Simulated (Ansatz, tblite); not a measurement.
Forces on the cluster W₂S₄⁻ at its PBE-D4/def2-SVPD geometry. Charge -1, multiplicity 2.

In the def2 sets W takes a core potential; there is no spin–orbit coupling. The xTB rows come from tblite. At PBE-D4/def2-TZVPD the charge -1 doublet is spin-contaminated (final ⟨S²⟩ up to 1.41, 0.75 for a pure state). No other spin state of charge -1 was run. The geometry of the doublet was relaxed on an unsound state (⟨S²⟩ 1.39, where a pure state has 0.75). Another isomer (doublet) lies 0.11 eV lower at PBE-D4/def2-TZVPD; other spin states weren't run for this one.

GFN1-xTB (tblite), largest force 1.29 eV/Å:

```xyz
6
positions Å, forces eV/Å
W     0.148   -1.202    0.748    0.118   -1.084    0.691
W    -0.816    1.180   -0.049   -0.646    0.696    0.140
S    -1.728   -0.917   -0.556    0.018    0.201   -0.197
S    -0.064    2.374   -1.713    0.111    0.232   -0.287
S     0.635    0.812    1.753    0.039    0.218   -0.175
S     1.824   -2.247   -0.183    0.360   -0.263   -0.172
```

GFN2-xTB (tblite), largest force 1.44 eV/Å:

```
W 0.151 -0.337 0.096
W -0.103 0.144 -0.003
S -1.147 -0.563 -0.661
S 0.050 0.471 -0.404
S 0.624 0.733 1.069
S 0.424 -0.450 -0.097
```

PBE-D4/def2-TZVPD (Ansatz), largest force 0.47 eV/Å:

```
W 0.042 0.228 -0.210
W 0.208 -0.199 -0.065
S 0.344 0.211 0.233
S -0.125 -0.134 0.229
S -0.241 -0.216 -0.337
S -0.229 0.110 0.150
```
